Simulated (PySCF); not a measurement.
**Vertical excitation energies**

Compound: C3H15PSi3.
InChI=1S/C3H15PSi3/c1-2-3-7-4(5)6/h2-3,7H2,1,5-6H3

Computed, not measured: TDDFT CAM-B3LYP/def2-SVPD, vertical, gas phase, core orbitals frozen in the response in PySCF. One conformer (not necessarily the lowest) at the PBE0-D3(BJ)/def2-SVP geometry, without solvent, vibrations or thermal averaging. Torsions of this conformer, `[CH3:1][CH2:2][CH2:3][SiH2:4][P:5]([SiH3:6])[SiH3:7]`: C1–C2–C3–Si4 -63°, C2–C3–Si4–P5 -167°, C3–Si4–P5–Si6 -165°.

**Question.** List the vertical singlet excitations with oscillator strengths and describe the spectrum.

**Answer.** 

```json
{"state": "S1", "E (eV)": "6.17", "λ (nm)": "201.0", "f": "0.020", "|μ| (D)": "0.93", "main configurations (H = HOMO, L = LUMO)": "H→L (67%)"}
{"state": "S2", "E (eV)": "6.23", "λ (nm)": "198.9", "f": "0.040", "|μ| (D)": "1.30", "main configurations (H = HOMO, L = LUMO)": "H→L+1 (74%), H→L (8%)"}
{"state": "S3", "E (eV)": "6.34", "λ (nm)": "195.5", "f": "0.011", "|μ| (D)": "0.67", "main configurations (H = HOMO, L = LUMO)": "H→L+3 (47%), H→L+4 (17%), H→L+5 (10%)"}
{"state": "S4", "E (eV)": "6.46", "λ (nm)": "192.0", "f": "0.046", "|μ| (D)": "1.38", "main configurations (H = HOMO, L = LUMO)": "H→L+2 (75%)"}
{"state": "S5", "E (eV)": "6.57", "λ (nm)": "188.6", "f": "0.046", "|μ| (D)": "1.37", "main configurations (H = HOMO, L = LUMO)": "H→L+4 (62%), H→L+5 (10%), H→L+3 (9%)"}
{"state": "S6", "E (eV)": "7.23", "λ (nm)": "171.5", "f": "0.0057", "|μ| (D)": "0.46", "main configurations (H = HOMO, L = LUMO)": "H→L+5 (41%), H→L+3 (31%)"}
{"state": "S7", "E (eV)": "7.33", "λ (nm)": "169.3", "f": "0.019", "|μ| (D)": "0.82", "main configurations (H = HOMO, L = LUMO)": "H-1→L+1 (50%), H-1→L+2 (18%)"}
{"state": "S8", "E (eV)": "7.38", "λ (nm)": "168.0", "f": "0.0089", "|μ| (D)": "0.57", "main configurations (H = HOMO, L = LUMO)": "H-1→L (45%), H-2→L (9%)"}
{"state": "S9", "E (eV)": "7.43", "λ (nm)": "167.0", "f": "0.0014", "|μ| (D)": "0.22", "main configurations (H = HOMO, L = LUMO)": "H-2→L (20%), H-1→L (20%), H-2→L+1 (18%)"}
{"state": "S10", "E (eV)": "7.50", "λ (nm)": "165.4", "f": "0.110", "|μ| (D)": "1.97", "main configurations (H = HOMO, L = LUMO)": "H-1→L+2 (39%), H-1→L+1 (18%), H-2→L+2 (10%)"}
```

Triplets (Tamm–Dancoff): T1 5.51 eV, H→L (42%), H→L+2 (28%); T2 5.54 eV, H→L+1 (53%), H→L+2 (13%); T3 5.94 eV, H→L+2 (40%), H→L+1 (27%), H→L (21%); T4 6.12 eV, H→L+3 (33%), H→L+5 (31%), H→L (8%).

The lowest singlet comes at 201 nm (595 kJ/mol) in the ultraviolet; it is weak; its leading configuration is HOMO→LUMO (67%). The strongest level in the table is S10 at 7.50 eV (165 nm, f = 0.110). It is the last of those listed, so stronger ones may follow. Löwdin shares by element: HOMO phosphorus 61%, silicon 27%; LUMO silicon 36%, phosphorus 16% (atoms not listed hold the other 48%). Orbital energies (eV): HOMO-3 -10.29, HOMO-2 -9.66, HOMO-1 -9.39, HOMO -8.39, LUMO 0.86, LUMO+1 0.92, LUMO+2 1.04. Weighted by f, the mean energy of these states is 6.89 eV. Of the 10 states listed, 7 reach f = 0.01 and none stays under 0.0005. All these states lie below the vertical ionisation energy of 8.90 eV (ΔSCF). The window holds the lowest 10 singlets.

Without π bonds the low states are Rydberg-like; a valence basis with one diffuse set may place them up to an eV too high.
